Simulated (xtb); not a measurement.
C$_{4}$H$_{10}$O (SMILES CCCCO), singlet, from a rough starting geometry; GFN2-xTB run with xtb.

The xtb input:
```
$ xtb mol.xyz --gfn 2 --opt vtight --json

# file mol.xyz
15

C     -2.20507885    -0.07703250     0.21921607
C     -0.85845511    -0.06437100    -0.48905629
C      0.30617460     0.00254574     0.41862108
C      1.63193388     0.07067368    -0.29510288
O      2.68603660     0.11898854     0.62706587
H     -2.21227970    -1.00255053     0.82693199
H     -3.03985510    -0.16322037    -0.54146987
H     -2.30106367     0.81274501     0.85357422
H     -0.81188775     0.85080915    -1.10228174
H     -0.77276274    -0.91257698    -1.17324388
H      0.22609199     0.92435315     1.08962915
H      0.32729260    -0.85438613     1.11167834
H      1.70289536     0.92733422    -0.96677217
H      1.76124449    -0.82677614    -0.97414513
H      3.54663488     0.19155239     0.20639872
```

Q: Predict the main parts of the log of this xtb run.

A: 
```
   ID    Z sym.   atoms
    1    6 C      1-4
    2    8 O      5
    3    1 H      6-15

           -------------------------------------------------
          |                Calculation Setup                |
           -------------------------------------------------

           -------------------------------------------------
          |                 G F N 2 - x T B                 |
           -------------------------------------------------

          ...................................................
          :                      SETUP                      :
          :.................................................:
          :  # basis functions                  30          :
          :  # atomic orbitals                  30          :
          :  # shells                           20          :
          :  # electrons                        32          :
          :  max. iterations                   250          :
          :  Hamiltonian                  GFN2-xTB          :
          :  restarted?                      false          :
          :  GBSA solvation                  false          :
          :  PC potential                    false          :
          :  electronic temp.          300.0000000     K    :
          :  accuracy                    1.0000000          :
          :  -> integral cutoff          0.2500000E+02      :
          :  -> integral neglect         0.1000000E-07      :
          :  -> SCF convergence          0.1000000E-05 Eh   :
          :  -> wf. convergence          0.1000000E-03 e    :
          :  Broyden damping             0.4000000          :
          :  net charge                          0          :
          :  unpaired electrons                  0          :
          ...................................................

 iter      E             dE          RMSdq      gap      omega  full diag
   1    -17.8751867 -0.178752E+02  0.345E+00   12.14       0.0  T
   2    -17.9152437 -0.400571E-01  0.192E+00   11.74       1.0  T
   3    -17.9159034 -0.659613E-03  0.832E-01   11.86       1.0  T
   4    -17.9160729 -0.169506E-03  0.117E-01   11.92       1.0  T
   5    -17.9160870 -0.141794E-04  0.657E-02   11.93       1.0  T
   6    -17.9160886 -0.158010E-05  0.834E-03   11.94       3.1  T
   7    -17.9160887 -0.117356E-06  0.409E-03   11.93       6.3  T
   8    -17.9160888 -0.113480E-07  0.123E-03   11.93      21.0  T
   9    -17.9160888 -0.215764E-08  0.234E-04   11.93     110.5  T
  10    -17.9160888 -0.197279E-09  0.709E-05   11.93     364.1  T

   *** convergence criteria satisfied after 10 iterations ***

         :::::::::::::::::::::::::::::::::::::::::::::::::::::
         ::                     SUMMARY                     ::
         :::::::::::::::::::::::::::::::::::::::::::::::::::::
         :: total energy             -17.712882273441 Eh    ::
         :: gradient norm              0.083932914926 Eh/a0 ::
         :: HOMO-LUMO gap             11.934570908460 eV    ::
         ::.................................................::
         :: SCC energy               -17.916089031201 Eh    ::
         :: -> isotropic ES            0.026206221662 Eh    ::
         :: -> anisotropic ES          0.004434709637 Eh    ::
         :: -> anisotropic XC          0.005869793160 Eh    ::
         :: -> dispersion             -0.006938135671 Eh    ::
         :: repulsion energy           0.203206757760 Eh    ::
         :: add. restraining           0.000000000000 Eh    ::
         :: total charge              -0.000000000000 e     ::
         :::::::::::::::::::::::::::::::::::::::::::::::::::::

      -----------------------------------------------------------
     |                   =====================                   |
     |                        A N C O P T                        |
     |                   =====================                   |
     |               Approximate Normal Coordinate               |
     |                Rational Function Optimizer                |
      -----------------------------------------------------------
      -----------------------------------------------------------
     |                   =====================                   |
     |                        A N C O P T                        |
     |                   =====================                   |
     |               Approximate Normal Coordinate               |
     |                Rational Function Optimizer                |
      -----------------------------------------------------------

          ...................................................
          :                      SETUP                      :
          :.................................................:
          :   optimization level         verytight          :
          :   max. optcycles                   300          :
          :   ANC micro-cycles                  20          :
          :   degrees of freedom                39          :
          :.................................................:
          :   RF solver                   davidson          :
          :   write xtbopt.log                true          :
          :   linear?                        false          :
          :   energy convergence         0.1000000E-06 Eh   :
          :   grad. convergence          0.2000000E-03 Eh/α :
          :   maxmium RF displ.          1.0000000          :
          :   Hlow (freq-cutoff)         0.1000000E-01      :
          :   Hmax (freq-cutoff)         5.0000000          :
          :   S6 in model hess.         20.0000000          :
          ...................................................

generating ANC from exact Hessian ...
Using Lindh-Hessian (1995)
 Shifting diagonal of input Hessian by    6.0822585619158039E-003
 Lowest  eigenvalues of input Hessian
    0.000000    0.000000    0.000000    0.000000    0.000000    0.000000
    0.010000    0.011633    0.012295    0.016929    0.024066    0.036429
[...]
 * total energy  :   -17.7128823 Eh     change       -0.7258194E-11 Eh
 * total energy  :   -17.7197574 Eh     change       -0.6875139E-02 Eh
 * total energy  :   -17.7205065 Eh     change       -0.7491040E-03 Eh
 * total energy  :   -17.7205565 Eh     change       -0.4999268E-04 Eh
 * total energy  :   -17.7205665 Eh     change       -0.9959870E-05 Eh
 * total energy  :   -17.7205696 Eh     change       -0.3140643E-05 Eh
 * total energy  :   -17.7205716 Eh     change       -0.1960517E-05 Eh
 * total energy  :   -17.7205725 Eh     change       -0.9033237E-06 Eh
 * total energy  :   -17.7205726 Eh     change       -0.1614636E-06 Eh
 * total energy  :   -17.7205727 Eh     change       -0.1821622E-07 Eh
   *** GEOMETRY OPTIMIZATION CONVERGED AFTER 10 ITERATIONS ***
         :: total energy             -17.720572653072 Eh    ::
[...]
         :: total charge               0.000000000000 e     ::
         :::::::::::::::::::::::::::::::::::::::::::::::::::::

           -------------------------------------------------
          |                Property Printout                |
           -------------------------------------------------

    * Orbital Energies and Occupations

         #    Occupation            Energy/Eh            Energy/eV
      -------------------------------------------------------------
         1        2.0000           -0.6848140             -18.6347
       ...           ...                  ...                  ...
         4        2.0000           -0.5804673             -15.7953
         5        2.0000           -0.5714595             -15.5502
         6        2.0000           -0.5495608             -14.9543
         7        2.0000           -0.5335979             -14.5199
         8        2.0000           -0.5119359             -13.9305
         9        2.0000           -0.5027232             -13.6798
        10        2.0000           -0.4848999             -13.1948
        11        2.0000           -0.4647243             -12.6458
        12        2.0000           -0.4560498             -12.4097
        13        2.0000           -0.4376253             -11.9084
        14        2.0000           -0.4369073             -11.8889
        15        2.0000           -0.4266218             -11.6090
        16        2.0000           -0.4070246             -11.0757 (HOMO)
        17                          0.0379145               1.0317 (LUMO)
        18                          0.0994690               2.7067
        19                          0.1209950               3.2924
        20                          0.1255076               3.4152
        21                          0.1456048               3.9621
        22                          0.1603594               4.3636
        23                          0.1652601               4.4970
        24                          0.1837394               4.9998
        25                          0.1850509               5.0355
        26                          0.2354052               6.4057
        27                          0.2412986               6.5661
       ...                                ...                  ...
        30                          0.3078412               8.3768
      -------------------------------------------------------------
                  HL-Gap            0.4449391 Eh           12.1074 eV
             Fermi-level           -0.1845551 Eh           -5.0220 eV

     #   Z          covCN         q      C6AA      α(0)
     1   6 C        3.752    -0.104    22.544     6.771
     2   6 C        3.801    -0.056    21.572     6.613
     3   6 C        3.802    -0.066    21.759     6.641
     4   6 C        3.674     0.089    19.329     6.300
     5   8 O        1.656    -0.443    21.694     6.288
     6   1 H        0.925     0.037     2.485     2.465
     7   1 H        0.925     0.036     2.507     2.476
     8   1 H        0.925     0.037     2.485     2.465
     9   1 H        0.924     0.030     2.587     2.515
    10   1 H        0.924     0.030     2.587     2.516
    11   1 H        0.924     0.049     2.330     2.387
    12   1 H        0.924     0.049     2.329     2.387
    13   1 H        0.923     0.013     2.843     2.637
    14   1 H        0.923     0.013     2.843     2.637
    15   1 H        0.805     0.284     0.770     1.378

 Mol. C6AA /au·bohr⁶  :       1465.382895
 Mol. C8AA /au·bohr⁸  :      29881.220337
 Mol. α(0) /au        :         56.475536

Wiberg/Mayer (AO) data.
largest (>0.10) Wiberg bond orders for each atom

 ---------------------------------------------------------------------------
     #   Z sym  total        # sym  WBO       # sym  WBO       # sym  WBO
 ---------------------------------------------------------------------------
     1   6 C    3.996 --     2 C    1.019     6 H    0.988     8 H    0.988
                             7 H    0.987
     2   6 C    3.998 --     1 C    1.019     3 C    1.008     9 H    0.978
                            10 H    0.978
     3   6 C    3.994 --     2 C    1.008     4 C    1.004    11 H    0.976
                            12 H    0.976
     4   6 C    3.957 --     3 C    1.004     5 O    0.994    13 H    0.972
                            14 H    0.972
     5   8 O    1.950 --     4 C    0.994    15 H    0.905
     6   1 H    0.999 --     1 C    0.988
     7   1 H    0.998 --     1 C    0.987
     8   1 H    0.999 --     1 C    0.988
     9   1 H    0.999 --     2 C    0.978
    10   1 H    0.999 --     2 C    0.978
    11   1 H    0.998 --     3 C    0.976
    12   1 H    0.998 --     3 C    0.976
    13   1 H    1.000 --     4 C    0.972
    14   1 H    1.000 --     4 C    0.972
    15   1 H    0.919 --     5 O    0.905
 ---------------------------------------------------------------------------

Topologies differ in total number of bonds
Writing topology from bond orders to xtbtopo.mol

molecular dipole:
                 x           y           z       tot (Debye)
 q only:       -0.069      -0.005      -0.422
   full:        0.066       0.000      -0.661       1.688
molecular quadrupole (traceless):
                xx          xy          yy          xz          yz          zz
 q only:        2.678       0.151      -1.004      -3.501      -0.161      -1.673
  q+dip:        2.405       0.069       0.352      -5.496      -0.260      -2.757
   full:        3.341       0.157      -0.648      -5.328      -0.248      -2.693

optimized geometry written to: xtbopt.xyz

           -------------------------------------------------
          | TOTAL ENERGY              -17.720572653072 Eh   |
          | GRADIENT NORM               0.000031692948 Eh/α |
          | HOMO-LUMO GAP              12.107409722846 eV   |
           -------------------------------------------------

normal termination of xtb
```
